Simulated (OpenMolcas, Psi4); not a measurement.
## From OpenMolcas to Psi4

This OpenMolcas 26.06 job computes triplet InH2OF:

mol.input:
```
&GATEWAY
BASLIB
$CurrDir
COORD
5
angstrom
O       -1.279500      -0.345900      -0.577400
In       0.480100       0.042500       0.210000
F        1.185900      -1.654700       0.841500
H       -1.725200       0.429800      -0.925700
H        1.388500       1.454700       0.410200
BASIS
def2-SVP
GROUP
NoSym
&SEWARD
GRIDINPUT
Grid=UltraFine
End of Grid
&SCF
UHF
SPIN
3
KSDFT
SVWN5
THRESHOLDS
1e-10 1e-07 1e-07 1e-05
PRORBITALS
0
```

```bash
$ export MOLCAS_MEM=1860
$ pymolcas mol.input > mol.log
```

(Basis files named in the input come from the Basis Set Exchange and aren't shown.)

The shape is that of a PBE0-D4/def2-TZVP optimisation. This is one conformer, not always the lowest. That shape belongs to the parent species and isn't relaxed for this state.

It gives a total energy of -364.602480 Eh.

Q: How is this level of theory, on these atoms, set up in Psi4 1.11 as an input file of the program's own, asking for the gradient?

A: One way, which was run:

job.dat:
```
memory 2200 mb

molecule geom {
  0 3
  O
  In 1 1.96648
  F 2 1.943562 1 106.41365
  H 1 0.960037 2 113.64659 3 179.99724
  H 2 1.691029 3 119.71659 1 179.99596
  symmetry c1
}

set basis def2-SVP
set reference uks
set puream true
set e_convergence 1e-09
set d_convergence 1e-08
set scf_type pk
set dft_radial_points 99
set dft_spherical_points 590
set maxiter 100

e_tot, wfn = gradient("scf", dft_functional={"name": "SVWN5", "x_functionals": {"LDA_X": {}}, "c_functionals": {"LDA_C_VWN": {}}}, return_wfn=True)
oeprop(wfn, "MULLIKEN_CHARGES", "WIBERG_LOWDIN_INDICES", "MAYER_INDICES")
```

```bash
$ psi4 -n 1 job.dat job.out
```

Its energy is -364.602501 Eh, 0.021 mEh from the first.
